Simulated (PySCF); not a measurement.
An unknown gives this computed stick spectrum. Method used: PySCF 2.14.0, density-fitted response routines, TDDFT PBE0/def2-SVPD, vertical, gas phase, core orbitals frozen in the response. Geometries: GFN2-xTB, one conformer each.

```tsv
state	ν̃ (cm⁻¹)	f	main configurations (H = HOMO, L = LUMO)
S1	47520	0.042	H→L (75%), H→L+1 (20%)
S2	51250	0.084	H→L+1 (59%), H→L+2 (25%), H→L (13%)
S3	52170	0.206	H→L+2 (55%), H→L+3 (25%), H→L+1 (14%)
S4	52610	0.090	H-1→L (44%), H→L+3 (35%)
S5	53270	0.088	H-1→L (51%), H→L+3 (25%)
S6	57220	0.014	H-1→L+1 (65%), H→L+4 (27%)
```

Orbital energies (eV): HOMO-3 -9.68, HOMO-2 -8.81, HOMO-1 -8.13, HOMO -7.22, LUMO -0.29, LUMO+1 0.12, LUMO+2 0.27.

Task: Which structure fits?
A. `C[Si@H](P)O[SiH3]`
B. `O[Si@@](C)([SiH3])P`
C. `CC(C)[SiH](C)C`

Result: B. Its S1, at 5.89 eV, is the lowest among the candidates; the nearest of the others has S1 at 6.15 eV. S1 is HOMO→LUMO (75%), HOMO→LUMO+1 (20%). Löwdin shares by element: HOMO phosphorus 52%, silicon 27%, hydrogen 5% or more (atoms not listed hold the other 16%); LUMO silicon 40%, phosphorus 20%, oxygen 13% (atoms not listed hold the other 27%). At the same level the other candidates give, for their lowest levels:
- `C[Si@H](P)O[SiH3]`: 6.15 eV (f 0.016); 6.52 eV (f 0.009); 6.97 eV (f 0.021); 7.01 eV (f 0.015); 7.20 eV (f 0.303); T1 5.49 eV; HOMO -7.31, LUMO -0.09 eV
- `CC(C)[SiH](C)C`: 7.33 eV (f 0.000); 7.69 eV (f 0.012); 7.71 eV (f 0.017); 8.06 eV (f 0.038); 8.16 eV (f 0.022); T1 7.20 eV; HOMO -7.71, LUMO 0.69 eV

Shape of the structure used: `[CH3:1][Si@:2]([OH:3])([SiH3:4])[PH2:5]`: H–O3–Si2–C1 64°, H–P5–Si2–C1 70°, H–P5–Si2–C1 163°.
Triplets come from the Tamm–Dancoff approximation.

Without π bonds the low states may be Rydberg-like; a valence basis with one diffuse set may place them up to an eV too high.
